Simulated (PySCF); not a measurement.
Reading a saddle point

A first-order saddle point of BH2BrO, closed shell, PBE0-D4/def2-TZVP, with one imaginary mode of 1210i cm⁻¹:

B1  (-0.606, 0.335, -0.223)
Br2  (1.563, -0.908, -0.331)
O3  (-0.550, 0.363, 1.019)
H4  (0.602, -0.303, 0.849)
H5  (-1.009, 0.513, -1.315)
(Å)

Program: PySCF 2.14 with density fitting (its default auxiliary sets; JK sets also for MP2 and CCSD(T)). Basis: def2-TZVPP and def2-QZVPP. Cores are frozen in the correlated methods. Filled d shells of the heavier atoms are correlated. The def2 sets are not built for correlating such inner shells, so the correlated values are less sure here. Extrapolation: Hartree–Fock as exp(−7.88 √X), correlation as X^−2.97.

(1) Which contacts change along the imaginary mode, and what lies on either side? (A judgement: the text doesn't fix the answer.)

(2) Which side is lower, and how far does the saddle lie above each? (To be estimated.)

The T1 diagnostic stays at or below 0.015.

Results:

(1) The calculation gives: The step is BH₂BrO ([OH][BH][Br]) → BHO ([BH][O]) + HBr, with the molecules in contact on both sides. Shortening one way: Br2–H4; lengthening the same way: B1–Br2, O3–H4.
```csv
pair,one side (Å),saddle (Å),other side (Å)
Br2–H4,2.84,1.64,1.43
B1–Br2,1.93,2.50,4.55
O3–H4,0.96,1.34,1.97
```

(2) By the calculation: The side with B1–Br2, O3–H4 short is lower by 28.10 kcal/mol; the saddle lies 48.36 kcal/mol above it and 20.26 kcal/mol above the other (CCSD(T) at an estimated basis limit (MP2 extrapolated from triple and quadruple zeta, plus CCSD(T) − MP2 in triple zeta); electronic energies).

Labels in which every atom is bracketed show which atoms are joined, not bond orders.

For scale, one of the runs: CCSD(T)/def2-TZVPP, 138 basis functions, launched by `OMP_NUM_THREADS=4 python run.py`. Hardware: 4 CPU threads of an AMD EPYC 7B13, shared host. Wall time 64 s; peak host memory 1 GiB.
